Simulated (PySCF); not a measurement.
C2H6Se2, charge +1, quartet, geometry from GFN2-xTB of the parent state (a state made from the parent by changing its charge; the spin is typed, not shown lowest); DF-R2SCAN/cc-pVDZ run with PySCF.

The PySCF input:
```python
from pyscf import gto, scf, dft

mol = gto.Mole()
mol.atom = '''
    C     1.968559   -1.176134    0.159054
    Se    0.979498    0.507549    0.433550
    Se   -0.959918    0.039424   -0.694255
    C    -2.037413   -0.747376    0.757753
    H     2.964965   -1.030416    0.564544
    H     2.022396   -1.386605   -0.905073
    H     1.466846   -1.984399    0.683848
    H    -3.034512   -0.912441    0.361485
    H    -2.073845   -0.050680    1.590130
    H    -1.598429   -1.691481    1.068196
'''
mol.basis = 'cc-pvdz'
mol.charge = 1
mol.spin = 3
mol.verbose = 4
mol.build()

mf = dft.UKS(mol)
mf.xc = 'r2scan'
mf = mf.density_fit(auxbasis='def2-universal-jkfit')
mf.kernel()
mf.analyze()
```

What the program printed (banner, timings and long lists left out):

```
PySCF version 2.14.0

[INPUT] verbose = 4
[INPUT] num. atoms = 10
[INPUT] num. electrons = 85
[INPUT] charge = 1
[INPUT] spin (= nelec alpha-beta = 2S) = 3
[INPUT] symmetry False subgroup None
[INPUT] Mole.unit = angstrom
[INPUT] Symbol           X                Y                Z      unit          X                Y                Z       unit  Magmom
[...]
nuclear repulsion = 543.933735878586
number of shells = 40
number of NR pGTOs = 248
number of NR cGTOs = 112
basis = cc-pvdz
ecp = {}

******** <class 'pyscf.df.df_jk.DFUKS'> ********
method = DFUKS
initial guess = minao
damping factor = 0
level_shift factor = 0
DIIS = <class 'pyscf.scf.diis.CDIIS'>
diis_start_cycle = 1
diis_space = 8
diis_damp = 0
SCF conv_tol = 1e-09
SCF conv_tol_grad = None
SCF max_cycles = 50
direct_scf = False
number electrons alpha = 44  beta = 41
XC library pyscf.dft.libxc version 7.1.2
    S. Lehtola, C. Steigemann, M. J. T. Oliveira, and M. A. L. Marques,  SoftwareX 7, 1–5 (2018)
XC functionals = r2scan
    J. W. Furness, A. D. Kaplan, J. Ning, J. P. Perdew, and J. Sun,  J. Phys. Chem. Lett. 11, 8208–8215 (2020)
    J. W. Furness, A. D. Kaplan, J. Ning, J. P. Perdew, and J. Sun,  J. Phys. Chem. Lett. 11, 9248–9248 (2020)
    J. W. Furness, A. D. Kaplan, J. Ning, J. P. Perdew, and J. Sun,  J. Phys. Chem. Lett. 11, 8208–8215 (2020)
    J. W. Furness, A. D. Kaplan, J. Ning, J. P. Perdew, and J. Sun,  J. Phys. Chem. Lett. 11, 9248–9248 (2020)
radial grids:
    Treutler-Ahlrichs [JCP 102, 346 (1995); DOI:10.1063/1.469408] (M4) radial grids

becke partition: Becke, JCP 88, 2547 (1988); DOI:10.1063/1.454033
pruning grids: <function nwchem_prune>
grids dens level: 3
symmetrized grids: False
atomic radii adjust function: <function treutler_atomic_radii_adjust>
small_rho_cutoff = 0
Set gradient conv threshold to 3.16228e-05
tot grids = 127936
init E= -4881.18938762567

cycle= 1 E= -4882.35533643591  delta_E= -1.17  |g|= 0.241  |ddm|= 2.49

cycle= 2 E= -4882.30074660545  delta_E= 0.0546  |g|= 0.375  |ddm|= 0.676

cycle= 3 E= -4882.3892958154  delta_E= -0.0885  |g|= 0.0496  |ddm|= 0.432

cycle= 4 E= -4882.39086020245  delta_E= -0.00156  |g|= 0.0169  |ddm|= 0.0747

cycle= 5 E= -4882.39104793848  delta_E= -0.000188  |g|= 0.00344  |ddm|= 0.0284

cycle= 6 E= -4882.39105751914  delta_E= -9.58e-06  |g|= 0.00102  |ddm|= 0.00581

cycle= 7 E= -4882.39105841498  delta_E= -8.96e-07  |g|= 0.000336  |ddm|= 0.00192

cycle= 8 E= -4882.3910585327  delta_E= -1.18e-07  |g|= 0.000118  |ddm|= 0.000656

cycle= 9 E= -4882.39105855112  delta_E= -1.84e-08  |g|= 3.83e-05  |ddm|= 0.000249

cycle= 10 E= -4882.39105855302  delta_E= -1.9e-09  |g|= 1.2e-05  |ddm|= 9.67e-05

cycle= 11 E= -4882.39105855318  delta_E= -1.62e-10  |g|= 4.16e-06  |ddm|= 3.02e-05

Extra cycle  E= -4882.39105855318  delta_E= 2.73e-12  |g|= 3.82e-06  |ddm|= 9.22e-06
converged SCF energy = -4882.39105855318  <S^2> = 3.7589347  2S+1 = 4.0044648
**** SCF Summaries ****
Total Energy =                       -4882.391058553180301
Nuclear Repulsion Energy =             543.933735878586049
One-electron Energy =                -7858.049178649695932
Two-electron Energy =                 2431.724384217929583
Two-electron Coulomb Energy =         2618.766575391927290
DFT Exchange-Correlation Energy =     -187.042191173997736
**** MO energy ****
                             alpha | beta                alpha | beta
[...]
To work with the spin densities directly, `use mulliken_meta_spin()` only printing them here.

 ** Mulliken spin pop alpha/beta on meta-lowdin orthogonal AOs **
 ** Mulliken Spin Density (per AO)  **
spin_pop of  0 C 1s       -0.00000
spin_pop of  0 C 2s        0.00194
spin_pop of  0 C 3s        0.00016
spin_pop of  0 C 2px       0.00741
spin_pop of  0 C 2py       0.00439
spin_pop of  0 C 2pz       0.00361
spin_pop of  0 C 3px       0.00032
spin_pop of  0 C 3py       0.00022
spin_pop of  0 C 3pz       0.00035
spin_pop of  0 C 3dxy      0.00034
spin_pop of  0 C 3dyz      0.00036
spin_pop of  0 C 3dz^2     0.00011
spin_pop of  0 C 3dxz      0.00004
spin_pop of  0 C 3dx2-y2    0.00022
spin_pop of  1 Se 1s        0.00000
spin_pop of  1 Se 2s        0.00000
spin_pop of  1 Se 3s        0.00001
spin_pop of  1 Se 4s        0.05618
spin_pop of  1 Se 5s        0.00175
spin_pop of  1 Se 2px       0.00000
spin_pop of  1 Se 2py       0.00000
spin_pop of  1 Se 2pz       0.00000
spin_pop of  1 Se 3px       0.00002
spin_pop of  1 Se 3py       0.00000
spin_pop of  1 Se 3pz       0.00003
spin_pop of  1 Se 4px       0.43933
spin_pop of  1 Se 4py       0.14439
spin_pop of  1 Se 4pz       0.77479
spin_pop of  1 Se 5px       0.00257
spin_pop of  1 Se 5py       0.00112
spin_pop of  1 Se 5pz       0.00194
spin_pop of  1 Se 3dxy     -0.00004
spin_pop of  1 Se 3dyz     -0.00007
spin_pop of  1 Se 3dz^2    -0.00009
spin_pop of  1 Se 3dxz     -0.00007
spin_pop of  1 Se 3dx2-y2   -0.00004
spin_pop of  1 Se 4dxy      0.00086
spin_pop of  1 Se 4dyz      0.00064
spin_pop of  1 Se 4dz^2     0.00161
spin_pop of  1 Se 4dxz      0.00181
spin_pop of  1 Se 4dx2-y2    0.00106
spin_pop of  2 Se 1s        0.00000
spin_pop of  2 Se 2s        0.00000
spin_pop of  2 Se 3s        0.00001
spin_pop of  2 Se 4s        0.05618
spin_pop of  2 Se 5s        0.00175
spin_pop of  2 Se 2px       0.00000
spin_pop of  2 Se 2py       0.00000
spin_pop of  2 Se 2pz       0.00000
spin_pop of  2 Se 3px       0.00002
spin_pop of  2 Se 3py       0.00003
spin_pop of  2 Se 3pz       0.00001
spin_pop of  2 Se 4px       0.41195
spin_pop of  2 Se 4py       0.74994
spin_pop of  2 Se 4pz       0.19663
spin_pop of  2 Se 5px       0.00256
spin_pop of  2 Se 5py       0.00166
spin_pop of  2 Se 5pz       0.00141
spin_pop of  2 Se 3dxy     -0.00008
spin_pop of  2 Se 3dyz     -0.00007
spin_pop of  2 Se 3dz^2    -0.00005
spin_pop of  2 Se 3dxz     -0.00004
spin_pop of  2 Se 3dx2-y2   -0.00007
spin_pop of  2 Se 4dxy      0.00196
spin_pop of  2 Se 4dyz      0.00100
spin_pop of  2 Se 4dz^2     0.00094
spin_pop of  2 Se 4dxz      0.00039
spin_pop of  2 Se 4dx2-y2    0.00170
spin_pop of  3 C 1s       -0.00000
spin_pop of  3 C 2s        0.00194
spin_pop of  3 C 3s        0.00016
spin_pop of  3 C 2px       0.00817
spin_pop of  3 C 2py       0.00978
spin_pop of  3 C 2pz      -0.00256
spin_pop of  3 C 3px       0.00032
spin_pop of  3 C 3py       0.00038
spin_pop of  3 C 3pz       0.00019
spin_pop of  3 C 3dxy      0.00010
spin_pop of  3 C 3dyz      0.00018
spin_pop of  3 C 3dz^2     0.00041
spin_pop of  3 C 3dxz      0.00022
spin_pop of  3 C 3dx2-y2    0.00014
spin_pop of  4 H 1s        0.00820
spin_pop of  4 H 2s        0.00023
spin_pop of  4 H 2px      -0.00000
spin_pop of  4 H 2py       0.00016
spin_pop of  4 H 2pz       0.00003
spin_pop of  5 H 1s        0.02194
spin_pop of  5 H 2s        0.00030
spin_pop of  5 H 2px       0.00002
spin_pop of  5 H 2py      -0.00000
spin_pop of  5 H 2pz       0.00004
spin_pop of  6 H 1s        0.02148
spin_pop of  6 H 2s        0.00029
spin_pop of  6 H 2px       0.00003
spin_pop of  6 H 2py      -0.00000
spin_pop of  6 H 2pz       0.00003
spin_pop of  7 H 1s        0.00820
spin_pop of  7 H 2s        0.00023
spin_pop of  7 H 2px      -0.00000
spin_pop of  7 H 2py       0.00002
spin_pop of  7 H 2pz       0.00017
spin_pop of  8 H 1s        0.02194
spin_pop of  8 H 2s        0.00030
spin_pop of  8 H 2px       0.00002
spin_pop of  8 H 2py       0.00002
spin_pop of  8 H 2pz       0.00001
spin_pop of  9 H 1s        0.02148
spin_pop of  9 H 2s        0.00029
spin_pop of  9 H 2px       0.00002
spin_pop of  9 H 2py       0.00002
spin_pop of  9 H 2pz       0.00001
 ** Mulliken Spin Density (per atom)  **
spin density of  0 C =      0.01945
spin density of  1 Se =      1.42781
spin density of  2 Se =      1.42782
spin density of  3 C =      0.01944
spin density of  4 H =      0.00863
spin density of  5 H =      0.02230
spin density of  6 H =      0.02182
spin density of  7 H =      0.00862
spin density of  8 H =      0.02230
spin density of  9 H =      0.02182
 ** Mulliken pop alpha/beta on meta-lowdin orthogonal AOs **
 ** Mulliken pop       alpha | beta **
In total            44.00000 | 41.00000
 ** Mulliken atomic charges   ( Nelec_alpha | Nelec_beta ) **
charge of  0C =     -0.36068  (     3.19006      3.17062 )
charge of  1Se =      0.36403  (    17.53189     16.10408 )
charge of  2Se =      0.36403  (    17.53189     16.10407 )
charge of  3C =     -0.36068  (     3.19006      3.17062 )
charge of  4H =      0.17548  (     0.41657      0.40795 )
charge of  5H =      0.16163  (     0.43033      0.40803 )
charge of  6H =      0.15954  (     0.43114      0.40932 )
charge of  7H =      0.17548  (     0.41657      0.40795 )
charge of  8H =      0.16163  (     0.43034      0.40803 )
charge of  9H =      0.15954  (     0.43114      0.40932 )

WARN: System has nonzero charge 1; the dipole moment is origin-dependent.
Location of origin: [0. 0. 0.]

Dipole moment(X, Y, Z, Debye): -0.08640, -2.41338,  1.15032
```
